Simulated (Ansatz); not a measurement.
Geometry optimisation, RKS PBE0-D4/def2-SVP in Ansatz 0.2.0.

input.yaml

```yaml
crystal:
  periodic: [false, false, false]
  atoms:
    - { symbol: W, position_ang: [0.0, 0.0, 0.0] }
    - { symbol: H, position_ang: [0.0, 0.0, 2.07] }
    - { symbol: H, position_ang: [1.72, 0.0, 0.0] }
    - { symbol: H, position_ang: [0.0, 1.72, 0.0] }
    - { symbol: H, position_ang: [-1.72, 0.0, 0.0] }
    - { symbol: H, position_ang: [0.0, -1.72, 0.0] }
    - { symbol: O, position_ang: [0.0, 0.0, -1.94] }
    - { symbol: H, position_ang: [0.5278, 0.7924, -2.2771] }
    - { symbol: S, position_ang: [1.7875, 1.8621, 0.8577] }
    - { symbol: H, position_ang: [2.8002, 1.2341, 1.5926] }
    - { symbol: H, position_ang: [0.7102, 0.7399, 2.0854] }
basis:
  gaussian: { orbitals: def2-SVP }
hamiltonian:
  xc: pbe0
  dispersion: d4
relax:
  f_tol: 0.15
  max_steps: 25
  restrain:
    - { distance: [0, 8], at: 2.42, k: 30.0 }
    - { distance: [10, 1], at: 0.66, k: 30.0 }
    - { distance: [0, 1], at: 2.92, k: 30.0 }
    - { distance: [10, 8], at: 2.6, k: 30.0 }
```

Run as:

```bash
$ ansatz run input.yaml --threads 2 --pin off --max-ram 3072MiB --backend cpu --events-out ev --progress --plain --runs-dir out
```

Q: Where does it end, and by what steps?

A: The run converged. The restraints hold the end off the free minimum. After 10 steps the energy has fallen by 6.016 eV (the restraints' own energy left out); H10 moved furthest, 0.91 Å. Parted: W1–H2, W1–H11. Joined: H2–H11.

```csv
step,energy less start (eV),largest force component (eV/Å),accepted
0,0.0000,5.279,yes
1,-1.8530,2.356,yes
2,-2.6322,4.455,yes
3,-4.1856,3.862,yes
4,-5.3166,1.915,yes
5,-5.7922,1.140,yes
6,-5.9164,1.129,yes
7,-5.9851,1.239,yes
8,-5.9977,1.232,yes
9,-5.9813,1.266,no
10,-6.0164,1.235,yes
```

```xyz
11
Properties=species:S:1:pos:R:3
W 0.305 0.239 -0.292
H -0.155 0.003 2.579
H 1.513 -0.614 0.501
H -0.575 1.519 0.355
H -1.297 -0.054 0.151
H -0.110 -1.311 0.235
O 0.501 0.222 -2.121
H 0.619 0.992 -2.696
S 1.758 1.896 0.664
H 2.946 1.256 0.693
H 0.321 0.482 2.321
```

Whether the end is a true minimum wasn't checked by a vibrational analysis.

Time of the run: 53 s on 2 threads of Intel(R) Xeon(R) Platinum 8259CL CPU @ 2.50GHz (Skylake/Cascade Lake), on a shared host, peak memory 0.25 GiB.
